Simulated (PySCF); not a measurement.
A GIAO shielding run with PySCF (density fitting, non-relativistic, gas phase) on `C#[C][AlH2-][N+]#C`, C3H4AlN:

```
$ OMP_NUM_THREADS=1 python probes_run.py task.json out

{"job": {"kind": "nmr", "xc": "PBE0", "basis": "6-31G*", "pop": true}, "charge": 0, "multiplicity": 1}
C     -2.573336    -0.324011    -0.156201
C     -1.508504     0.243865     0.036795
Al     0.169023     1.168785     0.344210
N      1.418217    -0.413918    -0.092152
C      2.089508    -1.310233    -0.340406
H     -3.514489    -0.817477    -0.324011
H      0.602448     1.411533     1.859767
H      0.656905     2.183007    -0.785747
H      2.718723    -2.157817    -0.575748
```

Hardware: 1 thread of an Arm Neoverse V1, shared host. The job also computes population analyses, field gradients.

Q: How large is the calculation?

A: 42 electrons, 82 basis functions and 529 auxiliary functions.

Q: How long does it take, and how much memory does it need?

A: 5.5 s of wall time, with 15 SCF cycles and 5 response iterations; peak memory 0.43 GiB. Times on a shared host scatter by some tens of per cent.

Q: And these other runs on the same molecule and hardware: GIAO shielding at B3LYP/pcSseg-2; GIAO shielding at B97-D/pcSseg-2; GIAO shielding at BLYP/pcSseg-2; GIAO shielding at BP86/pcSseg-2; GIAO shielding at HF/pcSseg-2; GIAO shielding at KT2/pcSseg-2?

A: B3LYP/pcSseg-2: 243 functions, 19 s; B97-D/pcSseg-2: 243 functions, 28 s; BLYP/pcSseg-2: 243 functions, 29 s; BP86/pcSseg-2: 243 functions, 29 s; HF/pcSseg-2: 243 functions, 12 s; KT2/pcSseg-2: 243 functions, 29 s.
